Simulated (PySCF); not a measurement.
**Relaxation of singlet AsH₂⁺**

Level of theory: PBE0/[As def2-TZVP, H def2-TZVP], no relativity, density fitting, PySCF. A (50,194) grid was used.

A start displaced from a saddle point along its imaginary mode, of C2v symmetry, held to at least that symmetry:

```xyz
3
charge 1 multiplicity 1, angstrom
As    0.0017   -0.0028    0.0000
H    -0.0627    0.1023    1.4890
H    -0.0627    0.1023   -1.4890
```

Optimiser trace:
```tsv
step	E − E(last) (kJ/mol)	largest gradient (Eh/bohr)
0	295.81	0.04271
1	173.89	0.06923
2	68.24	0.03738
3	37.47	0.03330
4	3.89	0.01209
5	0.16	0.00427
6	0.00	0.00062
7	0.00	0.00001
```

It ends at C2v with As–H 1.530 Å (×2); H–As–H 91.0°. No frequency check is given, so it may be a saddle point. Other isomers or separated fragments may lie lower.

Final geometry:
Z-matrix (Å, degrees; charge 1 multiplicity 1):
```
As
H  1 1.5301
H  1 1.5301 2 90.97
```
